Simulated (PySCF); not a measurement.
CH5Cl2NSi.

```xyz
10

C      1.6519    -1.1858     0.3504
Si     0.0339    -0.3529    -0.0278
N     -1.1775    -1.4969    -0.4343
Cl     0.3878     1.0738    -1.5137
Cl    -0.6803     0.6901     1.6129
H      1.5314    -1.8911     1.1872
H      2.0147    -1.7404    -0.5306
H      2.4145    -0.4393     0.6191
H     -2.1491    -1.1958    -0.4769
H     -0.9826    -2.1852    -1.1591
```

Coordinates come from a TPSSh-D3(BJ)/def2-SVP optimisation. The structure was generated by enumeration, and PubChem lists no compound with its InChIKey, so it may never have been made. The values are those of a single conformer.

Calculation: PBE/pcSseg-1 in PySCF. Non-relativistic, no solvent.

Computed absolute GIAO shielding of each atom: isotropic value and principal components (ppm):
| atom | σ(iso) | σ11 | σ22 | σ33 | span |
|---|---|---|---|---|---|
| C1 | 173.2 | 162.1 | 168.6 | 188.8 | 26.7 |
| Si2 | 311.9 | 287.9 | 306.6 | 341.2 | 53.4 |
| N3 | 210.4 | 186.1 | 202.0 | 243.0 | 56.9 |
| Cl4 | 774.6 | 647.1 | 718.8 | 957.9 | 310.8 |
| Cl5 | 836.2 | 708.8 | 801.1 | 998.9 | 290.1 |
| H6 | 30.6 | 26.3 | 28.1 | 37.4 | 11.1 |
| H7 | 30.6 | 26.7 | 28.4 | 36.8 | 10.1 |
| H8 | 30.5 | 26.7 | 28.6 | 36.3 | 9.5 |
| H9 | 29.8 | 23.5 | 26.5 | 39.5 | 16.0 |
| H10 | 30.1 | 23.8 | 26.2 | 40.3 | 16.5 |
